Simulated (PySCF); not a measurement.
# Two-component Hartree-Fock for Hf (hafnium, neutral)

Start: [Xe] 4f14 5d1 6s2 6p1; 5d5/2 filled at m_j = +5/2; 6p3/2 filled at m_j = +3/2. Calculated with PySCF 2.14 in x2c-TZVPall-2c with one added diffuse shell each of s, p, d type (12s12p11d2f, 117 functions): generalised Hartree-Fock with the X2C-1e Hamiltonian and a Gaussian nucleus; spin-orbit coupling (SO) screened by Boettger's factors. This is a chosen level, not necessarily the ground level.

```csv
spinor shell,electrons,"ε, screened SO (eV)",weight of nominal j (screened SO),"rms radius, screened SO (bohr)"
1s1/2,2,-65676.4,1.000,0.0215
2s1/2,2,-11369.3,1.000,0.0869
2p1/2,2,-10838.5,1.000,0.0740
2p3/2,4,-9641.2,1.000,0.0812
3s1/2,2,-2651.8,1.000,0.222
3p1/2,2,-2416.7,1.000,0.214
3p3/2,4,-2155.5,1.000,0.228
3d3/2,4,-1761.9,1.000,0.202
3d5/2,6,-1705.5,1.000,0.206
4s1/2,2,-566.87,1.000,0.498
4p1/2,2,-469.15,1.000,0.508
4p3/2,4,-408.85,1.000,0.541
4d3/2,4,-247.72,1.000,0.571
4d5/2,6,-236.40,1.000,0.583
5s1/2,2,-83.101,1.000,1.22
5p1/2,2,-52.008,0.998,1.36
5p3/2,4,-44.027,0.999,1.47
4f5/2,6,-34.807,0.998,0.742
4f7/2,8,-33.122,0.998,0.748
6s1/2,2,-8.863,0.774,3.44
5d5/2,1,-9.230,1.000,2.64
6p3/2,1,-4.767,0.999,4.93
```

```csv
quantity,screened SO
E (hartree),-15082.71517
M_J,4
⟨J²⟩,22.567
⟨L²⟩,14.647
⟨S²⟩,2.839
```

The determinant has a definite M_J but mixes levels of different J.

Each row is a mean over spinors that exchange with the open shell spreads, by up to 2.774 eV (5p3/2).

Rows whose weight is well below 1 are mixtures of j = l ± 1/2: exchange outweighs spin-orbit coupling there, and the label is only the starting occupation.

Breit and QED terms are absent; they matter most for the inner s and p1/2 levels.

Densities and radii are taken from the X2C orbitals without a picture-change correction, which distorts them close to the nucleus.
